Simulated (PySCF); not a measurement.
## GdF: frontier orbitals

r²SCAN at R = 1.953 Å; basis Gd x2c-SVPall, F x2c-SVPall; spin-free X2C with a Gaussian nucleus; PySCF 2.14. State: octet, about 7.3 electrons in the 4f shell (Mulliken). Only the outer orbitals are listed, counted within each symmetry.

| spin | orbital | occ. | ε (eV) | on Gd (%) | main shells (%) |
| --- | --- | --- | --- | --- | --- |
| α | 16σ | 1 | -4.25 | 100 | 85 Gd s, 13 Gd d |
| α | 4δ | 0 | -2.78 | 100 | 100 Gd d |
| α | 4δ | 0 | -2.78 | 100 | 100 Gd d |
| α | 9π | 0 | -1.88 | 98 | 64 Gd d, 34 Gd p |
| β | 15σ | 1 | -3.70 | 100 | 74 Gd s, 20 Gd f |
| β | 1φ | 0 | -3.37 | 100 | 100 Gd f |
| β | 1φ | 0 | -3.37 | 100 | 100 Gd f |
| β | 3δ | 0 | -3.24 | 100 | 100 Gd f |

Q: Which are the highest filled and the lowest empty level, where do they sit, and how wide is the gap?

A: Highest filled β 15σ at -3.70 eV (in %: 74 Gd s, 20 Gd f); lowest empty β 1φ at -3.37 eV (in %: 100 Gd f); the gap at r²SCAN is 0.33 eV.

The bond order (Mayer) is 1.19 and the ⟨S²⟩ is 15.803. The charge on Gd (Mulliken, basis-dependent) is 0.32 and the charge on Gd (Löwdin, basis-dependent) is 0.09. The dipole moment (positive dipole means Gd(−)F(+)) is -1.72 D.

Spin–orbit coupling is left out. The state is the lowest single determinant that the PBE0 search found; with open d or f shells the true ground state can be another one.
